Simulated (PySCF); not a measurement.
Species: `C(/F)(=C\C(=O)Cl)Cl`. The columns A, B, C and D hold Mulliken, IAO, Hirshfeld and ESP-fitted charges (e) of one PBE0/pcSseg-1 density (PySCF), in a shuffled order. Coordinates in Å (GFN2-xTB); the density's dipole moment is (-2.05, -0.66, 0.59) D.

```
atom       x       y       z       A       B       C       D
  O1   1.643   1.056  -0.342  -0.333  -0.360  -0.298  -0.210
  C2   1.156  -0.025  -0.432  +0.359  +0.349  +0.288  +0.160
 Cl3   2.088  -1.367  -1.104  -0.129  -0.084  -0.115  -0.052
  C4  -0.177  -0.458  -0.053  -0.169  -0.288  -0.173  -0.103
  C5  -1.083   0.371   0.485  +0.170  +0.308  +0.334  +0.139
  F6  -2.287  -0.089   0.811  -0.101  -0.222  -0.220  -0.047
 Cl7  -0.884   2.013   0.822  +0.059  +0.094  +0.020  +0.056
  H8  -0.446  -1.491  -0.211  +0.144  +0.202  +0.163  +0.059
```

Which column most likely holds the ESP-fitted charges?

A. Σ q r misses the density's dipole by 0.07 D (A), 0.58 D (C), 0.59 D (B), 0.59 D (D). Charges fitted to the outside potential are the only set here that is tied to the molecule's multipoles.

And the Hirshfeld charges?

D. The mean sizes are 0.103 e (D), 0.183 e (A), 0.201 e (C), 0.238 e (B), and Hirshfeld charges are commonly the smallest of these schemes.

As computed, A = ESP-fitted, B = IAO, C = Mulliken, D = Hirshfeld.

The IAO scheme projects the occupied orbitals on a minimal set of polarised atomic orbitals and counts the electrons in each atom's part of it. The Hirshfeld scheme weights the molecular density at each point by an atom's share of the summed free-atom densities.

Isolated species at its GFN2-xTB geometry (one conformer only).

Conformer computed: `[O:1]=[C:2]([Cl:3])/[CH:4]=[C:5](/[F:6])[Cl:7]`: O1–C2–C4–C5 0°.
